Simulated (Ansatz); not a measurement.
System: GeO, charge -1, multiplicity 2. 
Structure (B3LYP-D3(BJ)/def2-TZVP (Ansatz, a first-principles code) minimum search):
```xyz
2

Ge     0.0000     0.0000    -0.3409
O      0.0000     0.0000     1.3634
```
Charge -1, spin multiplicity 2.

Basis-set convergence of Hartree-Fock and CCSD(T) correlation energies (hartree) with Ansatz. Cores are frozen in the correlated levels unless marked. UHF or UKS for open shells. No spin-orbit coupling. The frozen core is the preceding noble-gas configuration, with the filled d and f shells of earlier blocks. Non-relativistic. This anion needs diffuse functions, which these sets lack.

```json
[
 {"basis": "cc-pVTZ", "functions": "73", "E(HF)": "-2150.27080", "E(corr, CCSD(T))": "-0.36405"},
 {"basis": "cc-pVQZ", "functions": "123", "E(HF)": "-2150.28743", "E(corr, CCSD(T))": "-0.38917"},
 {"basis": "cc-pV5Z", "functions": "195", "E(HF)": "…", "E(corr, CCSD(T))": "…"}
]
```

Problem. What belongs in the gaps?

Solution. 
- cc-pV5Z, E(HF): -2150.29201
- cc-pV5Z, E(corr, CCSD(T)): -0.39880
